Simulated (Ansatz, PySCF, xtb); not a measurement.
Homolysis of single bonds, series C Br-H. All species are isolated molecules in the gas phase. Strings in code marks are SMILES.

Quantity: homolytic bond dissociation enthalpy at 298 K (no spin–orbit term), in kcal/mol. Enthalpy corrections at 298 K come from GFN2-xTB frequencies (xtb).

Level 1: M06-2X/def2-TZVP // B3LYP-D3(BJ)/def2-TZVP (PySCF)
Level 2: PBE-D3(BJ)/def2-TZVP // B3LYP-D3(BJ)/def2-TZVP (PySCF)
Level 3: frozen-core MP2/cc-pVTZ // B3LYP-D3(BJ)/def2-TZVP (Ansatz, a first-principles code)
Level 4: PBE/6-31G* // B3LYP-D3(BJ)/def2-TZVP (PySCF)

```tsv
species	level 2	level 3	level 4
Br–C bond of `BrC(Br)(Br)Br`, giving `Br[C](Br)Br` and `[Br]`	56.4	63.6	53.7
Br–C bond of `BrCBr`, giving `[Br]` and `[CH2]Br`	70.9	73.1	70.7
Br–C bond of `BrC(Br)Br`, giving `Br[CH]Br` and `[Br]`	64.6	69.3	63.0
```

Problem. What does level 1 give for each?

Solution. 
- Br–C bond of `BrC(Br)(Br)Br`, giving `Br[C](Br)Br` and `[Br]`: 52.4
- Br–C bond of `BrCBr`, giving `[Br]` and `[CH2]Br`: 66.7
- Br–C bond of `BrC(Br)Br`, giving `Br[CH]Br` and `[Br]`: 60.5
